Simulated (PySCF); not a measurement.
**Field gradients at the hydrogen positions**

C8H8Se.
Z-matrix (Å and degrees, PBE0-D3(BJ)/def2-SVP geometry), rows numbered from 1:
```
C 
C   1  1.3942
C   2  1.3958  1  120.44
C   3  1.3929  2  119.05  1     0.20
C   4  1.4041  3  121.10  2     0.40
C   5  1.3924  4  119.13  3    -0.71
C   5  1.5055  4  114.81  3   176.49
C   7  1.5243  5  108.47  4    26.04
Se  4  1.9022  3  126.20  2  -179.81
H   1  1.0922  2  120.03  3   179.36
H   2  1.0927  1  120.02  3  -179.33
H   3  1.0923  2  120.25  1  -179.03
H   6  1.0935  1  120.08  2  -179.67
H   7  1.1015  5  112.01  4   148.98
H   7  1.1055  5  108.56  4   -93.03
H   8  1.0978  7  113.21  5  -154.54
H   8  1.1001  7  111.64  5    81.99
```

Level: PBE0/pcSseg-1 (PySCF, non-relativistic); Q(2H) = 0.00286 b; rigid geometry, the same for H and D, with no vibrational averaging.

Question: Rank these positions by the coupling χzz of a deuteron there, largest first.
A. H15 (methylene hydrogen)
B. H11 (aromatic hydrogen)
C. H16 (methylene hydrogen)
D. H17 (methylene hydrogen)

Answer: B (204 kHz), C (197 kHz), D (193 kHz), A (188 kHz).

What are Vzz, η and χzz (234.96 MHz × Q × Vzz) at all hydrogens?

```tsv
atom	bonded to	bond length (Å)	Vzz (au)	η	χzz (kHz)
H10	C1	1.092	0.3056	0.07	205
H11	C2	1.093	0.3043	0.07	204
H12	C3	1.092	0.3038	0.08	204
H13	C6	1.093	0.3029	0.07	204
H14	C7	1.102	0.2876	0.03	193
H15	C7	1.106	0.2792	0.02	188
H16	C8	1.098	0.2929	0.03	197
H17	C8	1.100	0.2868	0.02	193
```

How does χzz go with the bond length over the 8 C–H bonds?

A straight-line fit has a slope of -13.3 kHz for each 0.01 Å, with a correlation coefficient of -0.99, over lengths from 1.092 to 1.106 Å. The longer bonds have the smaller couplings here.

Give the 2H NMR doublet splittings at H14 for a magnetic field along the z, y and x axes of the gradient: 3χ/2, 3χ(1 + η)/4, 3χ(1 − η)/4.

With |χ| = 193.2 kHz and η = 0.031: 290, 149 and 140 kHz, to first order and without motion.

One conformer (not necessarily the lowest) at the PBE0-D3(BJ)/def2-SVP geometry, without solvent, vibrations or thermal averaging. The calculation is non-relativistic, for selenium too. The basis is small and wasn't made for field gradients, so the couplings can be 20 % off.
